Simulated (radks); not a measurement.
Results of a calculation; reference values are marked as such.
Q: The terbium ion Tb29+, configuration [Kr]. Level of theory: non-relativistic Kohn-Sham, LB94 model potential, spin-polarised, spherical densities, point nucleus; relativity is left out, which matters for an element this heavy (a radial shooting solver on a logarithmic mesh with Libxc functionals). Some entries of the table are withheld. Estimate them.

orbital  occ.  eigenvalue (hartree)  <1/r> (bohr^-1)
1s          2             -1831.658              (1)
2s          2             -325.6190            15.03
2p          6             -312.1998            15.06
3s          2             -100.8758            5.731
3p          6             -94.86464            5.680
3d         10                   (2)            5.591
4s          2             -45.04959            2.743
4p          6             -42.55845            2.691
4d          0             -38.17388            2.588
5s          0                   (3)            1.607

A: 
(1) 1s <1/r> (bohr^-1): 64.49
(2) 3d eigenvalue (hartree): -83.77550
(3) 5s eigenvalue (hartree): -25.80198
